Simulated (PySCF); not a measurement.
Relaxation of quintet [La2Cl]+

These are results of UPBE in PySCF with Cl def2-SVP, La def2-SVP with ECP46; scalar-relativistic core potentials, no spin–orbit coupling; density-fitted integrals, not measurements. A (50,194) grid was used.

A hand-made linear start, of D∞h symmetry, held to at least that symmetry:

Coordinates in bohr (charge 1 multiplicity 5):
```
Cl    0.0000    0.0000    0.0000
La    0.0000    0.0000    5.1669
La    0.0000    0.0000   -5.1669
```

(1) What does it relax to?

(2) How much energy is released, and in how many steps?

Results:

(1) It ends at D∞h with Cl–La 2.776 Å (×2); La–Cl–La 180.0°. A frequency run shows 2 imaginary modes (one degenerate set), down to 17i cm⁻¹, so it is a higher-order saddle point. Other isomers or separated fragments may lie lower.

(2) 1.1 kJ/mol in 3 steps.

With open d or f shells other occupations or spin states may lie lower. No spin–orbit coupling is included, which matters more the heavier the element.

The relaxation took of the order of 25 core-seconds on a shared host.
